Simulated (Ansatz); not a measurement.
## Correcting a cheap level on Si-containing radicals

The atomisation energy (no zero-point term) in kJ/mol of 7 Si-containing radicals: x at B3LYP/6-31G* (spherical functions), y at CCSD(T)/CBS estimate. Shapes, held fixed at every level: PBE0-D4/def2-TZVP. Flexible molecules stand in one conformer, not always the lowest. Programs: Ansatz 0.2.0.

| molecule | x (kJ/mol) | y (kJ/mol) |
| --- | --- | --- |
| SiCl3 (SMILES Cl[Si](Cl)Cl) | 1051 | 1151 |
| SiF3 (trifluorosilyl) | 1617 | 1700 |
| SiH3(NH) | 1644 | ? |
| C2HCl2Si (SMILES C#C[Si](Cl)Cl) | 2239 | 2329 |
| Si(CH3)F2 | 2667 | 2728 |
| SiH2(CH2)(OH) | 2688 | 2767 |
| Si(CH2)F3 | 2887 | 2973 |

Problem. Fit y = c + s·x to the known rows and predict y for SiH3(NH).

Solution. 
1. Means of the 6 rows: x = 2191.50, y = 2274.7.
2. Σ(Δx)² = 2589380, Σ(Δx·Δy) = 2559963, so the slope is 2559963/2589380 = 0.98864.
3. Intercept: 2274.7 − (0.98864) × 2191.50 = 108.1. The largest residual of the fit is 17.
4. SiH3(NH): 108.1 + 0.98864 × 1644 = 1733 kJ/mol.

CCSD(T)/CBS estimate gives 1676 kJ/mol, so the prediction is off by +57 kJ/mol, more than the largest residual. Uncorrected, B3LYP/6-31G* (spherical functions) misses SiH3(NH) by -32 kJ/mol, and the other rows by 83 on average. The line makes this one worse. Left out in turn, the other rows are missed by 12 kJ/mol on average, so the withheld one doesn't follow the line. Spin contamination: C2HCl2Si (⟨S²⟩ up to 0.80). Open shells run unrestricted. The CBS estimate extrapolates MP2 from def2-TZVPP and def2-QZVPP and adds CCSD(T) − MP2 in the triple-zeta set, cores frozen.
